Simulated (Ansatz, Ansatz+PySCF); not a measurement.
```json
{"atom": "H", "x (Å)": "0.0000", "y (Å)": "0.0000", "z (Å)": "-1.6772"}
{"atom": "C", "x (Å)": "0.0000", "y (Å)": "0.0000", "z (Å)": "-0.5148"}
{"atom": "C", "x (Å)": "0.0000", "y (Å)": "0.0000", "z (Å)": "0.7943"}
```

Basis set: def2-SVP (spherical functions). Correlated methods keep 2 orbitals frozen. Correlation on ROHF uses semicanonical orbitals with singles. Charge 0, multiplicity 2.

Computed with Ansatz (development build ahead of 0.2.0); each method stands on the lowest determinant of its kind that the runs found.

Give the atomization energy at this shape (free ground-state atoms in the same class of orbitals less the molecule, no zero-point energy) of doublet C₂H by UHF-CCSDT(Q), UHF-CCSD(T), ROHF-MP2, UHF-MP2, UHF, ROHF, ROHF-CCSD(T).

```tsv
method	atomization energy
UHF-CCSDT(Q)	1032.9 kJ/mol
UHF-CCSD(T)	1023.4 kJ/mol
ROHF-MP2	1014.3 kJ/mol
UHF-MP2	961.1 kJ/mol
UHF	757.4 kJ/mol
ROHF	745.1 kJ/mol
ROHF-CCSD(T)	1001.7 kJ/mol
```

Caution: the shape is not the minimum. Caution for UHF-CCSDT(Q), UHF-CCSD(T), UHF-MP2: a plain start can end on a higher determinant. Caution for UHF-CCSDT(Q), UHF-CCSD(T), UHF-MP2, UHF: the unrestricted determinant is spin contaminated. Caution for UHF-CCSD(T), UHF-MP2, ROHF-CCSD(T): another reference gives a lower total.
